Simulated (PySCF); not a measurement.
**A ladder for the ionisation energy of Zr**

Zr [Kr] 4d2 5s2 (3F) → Zr⁺ [Kr] 4d2 5s1 (4F). Scalar values calculated with PySCF 2.14 in aug-cc-pVTZ-DK (spin-free X2C; valence: [Kr] frozen). The spin-orbit shift comes from two-component X2C-1e calculations (generalised Hartree-Fock, GHF, and MP2 on its spinors, GMP2) in x2c-QZVPPall-2c: GMP2 gives 6.403 eV without and 6.403 eV with screened spin-orbit coupling, a shift of -0.001 eV (GHF: -0.002 eV). Sums use unrounded values; where a UHF row is shifted, it takes the GHF shift.

```tsv
method	scalar (eV)	plus spin-orbit shift (eV)	error (eV)
UHF	5.184	5.182	-1.452
MP2 (valence)	6.116	6.115	-0.519
SCS-MP2 (valence)	6.310	6.310	-0.325
CCSD (valence)	6.343	6.342	-0.292
CCSD(T) (valence)	6.425	6.425	-0.210
LDA	6.715	6.714	0.080
PBE	6.413	6.413	-0.222
PBE0	6.274	6.273	-0.361
r2SCAN	6.110	6.110	-0.524
B3LYP	6.593	6.593	-0.042
HSE06	6.292	6.291	-0.343
PBEsol	6.388	6.387	-0.247
```

Reference: 6.634 eV (measured; NIST Atomic Spectra Database, ionization energies).

The errors of the correlated levels include the incompleteness of the basis and the frozen core, so a lower level can come closer by cancellation.
